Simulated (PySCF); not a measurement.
Job file and geometry (Å, from GFN2-xTB) of an NMR shielding run on SMILES [B@-](C(=C)C)(C)(Cl)[N+]#CC, C6H11BClN, GIAO PBE0/pcSseg-1 NMR shielding, non-relativistic, gas phase in PySCF 2.14.0, density-fitted response routines; density fitting, a coarse starting grid and PySCF grid level 2 are the driver's defaults:

```
$ OMP_NUM_THREADS=1 python probes_run.py task.json out

{"job": {"kind": "nmr", "xc": "PBE0", "basis": "pcSseg-1"}, "charge": 0, "multiplicity": 1}
C     -1.188343    -0.980586     1.342937
C     -1.346173    -0.423752     0.149826
C     -2.663766    -0.522118    -0.561714
B     -0.198424     0.409160    -0.614135
C     -0.388185     2.020636    -0.578754
Cl     0.053663    -0.220348    -2.375770
N      1.128246     0.071390    -0.039989
C      2.180842    -0.283213     0.251351
C      3.488866    -0.723261     0.601605
H     -1.988220    -1.511253     1.837775
H     -0.259653    -0.927476     1.890272
H     -3.376312    -1.120717     0.002146
H     -3.078884     0.473320    -0.713620
H     -2.519770    -0.969036    -1.543760
H     -0.477650     2.381424     0.443780
H      0.444110     2.540242    -1.048370
H     -1.290684     2.310204    -1.109010
H      3.422406    -1.617695     1.221531
H      4.041522    -0.957113    -0.308947
H      4.011262     0.060869     1.149810
```

Q: Write the output of this run.

A: 
```
coarse grid: 17112 points
cycle   1  E = -774.3212749540  dE =  1.082e+00  |g| = 6.210e-01  |ddm| = 3.942e+00
cycle   2  E = -774.1400186255  dE =  1.813e-01  |g| = 1.099e+00  |ddm| = 1.553e+00
cycle   3  E = -774.4224290280  dE = -2.824e-01  |g| = 2.519e-01  |ddm| = 9.546e-01
cycle   4  E = -774.4355980034  dE = -1.317e-02  |g| = 6.328e-02  |ddm| = 1.917e-01
cycle   5  E = -774.4363642122  dE = -7.662e-04  |g| = 1.858e-02  |ddm| = 5.582e-02
cycle   6  E = -774.4364460799  dE = -8.187e-05  |g| = 5.245e-03  |ddm| = 2.092e-02
cycle   7  E = -774.4364519587  dE = -5.879e-06  |g| = 1.983e-03  |ddm| = 5.867e-03
final grid: 160288 points
cycle   8  E = -774.4858313674  dE = -5.437e-05  |g| = 9.161e-03  |ddm| = 3.726e-02
cycle   9  E = -774.4858240522  dE =  7.315e-06  |g| = 1.068e-02  |ddm| = 1.604e-02
cycle  10  E = -774.4858503094  dE = -2.626e-05  |g| = 2.851e-03  |ddm| = 9.213e-03
cycle  11  E = -774.4858519611  dE = -1.652e-06  |g| = 5.823e-04  |ddm| = 1.788e-03
cycle  12  E = -774.4858520238  dE = -6.267e-08  |g| = 1.946e-04  |ddm| = 5.331e-04
cycle  13  E = -774.4858520324  dE = -8.567e-09  |g| = 6.473e-05  |ddm| = 2.128e-04
cycle  14  E = -774.4858520334  dE = -1.016e-09  |g| = 1.403e-05  |ddm| = 7.025e-05
cycle  15  E = -774.4858520334  dE = -4.889e-11  |g| = 2.513e-06  |ddm| = 1.610e-05
converged SCF energy = -774.4858520334

GIAO shielding tensors (ppm)
atom      isotropic    diamagn.    paramagn.     s11        s22        s33       span
  0 C       73.067     256.376    -183.309    -27.826    100.321    146.706    174.532
  1 C       18.909     262.776    -243.868   -108.661     -6.701    172.089    280.750
  2 C      160.498     246.075     -85.578    144.974    151.650    184.869     39.895
  3 B      111.768     183.635     -71.867    100.985    115.196    119.122     18.138
  4 C      174.588     251.157     -76.569    159.414    173.434    190.917     31.502
  5 Cl     872.305    1150.116    -277.811    708.589    899.119   1009.208    300.619
  6 N       36.665     333.389    -296.724   -119.424   -114.574    343.994    463.418
  7 C       62.700     276.458    -213.758    -23.919    -18.116    230.134    254.053
  8 C      185.276     249.027     -63.751    176.785    177.603    201.440     24.655
  9 H       26.593      32.368      -5.776     24.123     25.083     30.572      6.449
 10 H       27.009      36.199      -9.190     24.392     25.495     31.141      6.749
 11 H       30.153      29.455       0.698     26.215     28.654     35.590      9.374
 12 H       29.805      29.234       0.571     25.187     29.493     34.736      9.550
 13 H       29.164      29.648      -0.484     23.569     31.097     32.827      9.258
 14 H       31.908      32.147      -0.238     28.129     29.245     38.350     10.221
 15 H       31.553      31.239       0.314     28.132     29.484     37.042      8.910
 16 H       31.104      31.006       0.098     27.051     29.741     36.521      9.470
 17 H       29.138      27.659       1.479     23.795     27.260     36.359     12.564
 18 H       29.125      26.174       2.951     23.998     27.364     36.013     12.015
 19 H       29.229      26.230       2.999     24.174     26.874     36.639     12.465
```

Size and cost of the density-fitted run: 215 basis functions, 84 s wall time on 1 thread of an Arm Neoverse N1, shared host; peak memory 0.97 GiB.
